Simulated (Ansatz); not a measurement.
Ansatz (an electronic-structure program) input (B3LYP/LANL2DZ): The .json file is the Basis Set Exchange's LANL2DZ.

Ansatz 0.2 input:
```yaml
crystal:
  periodic: [false, false, false]
  atoms:
    - {symbol: Nb, position_ang: [0.17153700, -0.14984200, 0.18304400]}
    - {symbol: O, position_ang: [0.61028300, 0.54759400, -1.31895200]}
    - {symbol: O, position_ang: [-1.48940800, 0.22034600, 0.38085200]}
basis:
  gaussian:
    orbitals: LANL2DZ.json
hamiltonian:
  xc: {name: B3LYP}
magnetization: {spin_polarized: true, initial_magnetization: 1}
relax: {f_tol: 0.003, max_steps: 120}
```

Output:

```
Functional definition: B3LYP
integrals: 0.01 GiB planned
659 factors; integrals over basis functions are off by at most 4.6e-5 eV
mean field: 0.17 GiB planned
mean field evaluation 1: about -5608.1572 eV, gradient 6.6e1 eV
mean field evaluation 2: about -5270.4645 eV, gradient 2.1e2 eV
mean field evaluation 4: about -5626.2385 eV, gradient 1.3e1 eV
mean field evaluation 8: about -5626.9849 eV, gradient 1.1e-1 eV
mean field evaluation 16: about -5627.0136 eV, gradient 1.6e-4 eV
mean field -5627.01363574 eV, -206.7889369865 hartree, gradient 1.9e-5 eV, S^2 0.755562; 2 other end points of the search recorded, 0 dependent functions left out
the calculation of the forces begins
reference -5627.01385180 eV, -206.7889449267 hartree; 15, 14 occupied and 25, 26 virtual orbitals, 659 factors
relax step   1: F+E_penalty+E_count = -5627.01363574 eV  Δ(F+E_penalty+E_count) = +0.000e0 eV  max|allowed force component| = 1.988e0 eV/Å  Δτ_max = 0.0000 Å  (47 SCF iters, accepted)
these checks for a lower state are left out or cut short: starts, cluster_reference, orbital_swaps, neighbouring_geometries, increment
integrals: 0.01 GiB planned
659 factors; integrals over basis functions are off by at most 4.7e-5 eV
mean field: 0.17 GiB planned
mean field evaluation 32: about -5627.0885 eV, gradient 2.7e-5 eV
mean field -5627.08849769 eV, -206.7916881126 hartree, gradient 2.6e-5 eV, S^2 0.757274; 0 other end points of the search recorded, 0 dependent functions left out
the calculation of the forces begins
reference -5627.08871589 eV, -206.7916961312 hartree; 15, 14 occupied and 25, 26 virtual orbitals, 659 factors
relax step   2: F+E_penalty+E_count = -5627.08849769 eV  Δ(F+E_penalty+E_count) = -7.486e-2 eV  max|allowed force component| = 1.543e-1 eV/Å  Δτ_max = 0.0240 Å  (42 SCF iters, accepted)
these checks for a lower state are left out or cut short: starts, cluster_reference, orbital_swaps, neighbouring_geometries, increment
integrals: 0.01 GiB planned
659 factors; integrals over basis functions are off by at most 4.8e-5 eV
mean field: 0.17 GiB planned
mean field -5627.09003154 eV, -206.7917444804 hartree, gradient 1.5e-5 eV, S^2 0.757478; 0 other end points of the search recorded, 0 dependent functions left out
the calculation of the forces begins
reference -5627.09025039 eV, -206.7917525230 hartree; 15, 14 occupied and 25, 26 virtual orbitals, 659 factors
relax step   3: F+E_penalty+E_count = -5627.09003154 eV  Δ(F+E_penalty+E_count) = -1.534e-3 eV  max|allowed force component| = 2.031e-2 eV/Å  Δτ_max = 0.0144 Å  (44 SCF iters, accepted)
these checks for a lower state are left out or cut short: starts, cluster_reference, orbital_swaps, neighbouring_geometries, increment
integrals: 0.01 GiB planned
659 factors; integrals over basis functions are off by at most 4.7e-5 eV
mean field: 0.17 GiB planned
mean field -5627.09011032 eV, -206.7917473754 hartree, gradient 1.2e-5 eV, S^2 0.757472; 0 other end points of the search recorded, 0 dependent functions left out
the calculation of the forces begins
reference -5627.09032907 eV, -206.7917554145 hartree; 15, 14 occupied and 25, 26 virtual orbitals, 659 factors
relax step   4: F+E_penalty+E_count = -5627.09011032 eV  Δ(F+E_penalty+E_count) = -7.878e-5 eV  max|allowed force component| = 7.018e-4 eV/Å  Δτ_max = 0.0026 Å  (34 SCF iters, accepted)
integrals: 0.01 GiB planned
659 factors; integrals over basis functions are off by at most 4.7e-5 eV
mean field: 0.17 GiB planned
mean field evaluation 64: about -5627.0901 eV, gradient 5.6e-3 eV
mean field -5627.09011032 eV, -206.7917473754 hartree, gradient 1.2e-5 eV, S^2 0.757472; 4 other end points of the search recorded, 0 dependent functions left out
the calculation of the forces begins
reference -5627.09032907 eV, -206.7917554145 hartree; 15, 14 occupied and 25, 26 virtual orbitals, 659 factors
Total energy: -5627.09032907 eV, -206.7917554145 hartree
Atom 0 at     0.182190    -0.159148     0.194412 Å, force    -0.000573     0.000500    -0.000611 eV/Å
Atom 1 at     0.626054     0.555535    -1.341715 Å, force    -0.000129    -0.000315     0.000642 eV/Å
Atom 2 at    -1.515832     0.221711     0.392247 Å, force     0.000702    -0.000185    -0.000031 eV/Å
Dipole moment:     0.722850    -0.631429     0.771340 e Å
```

The geometry given is a B3LYP-D3(BJ)/def2-TZVP minimum.
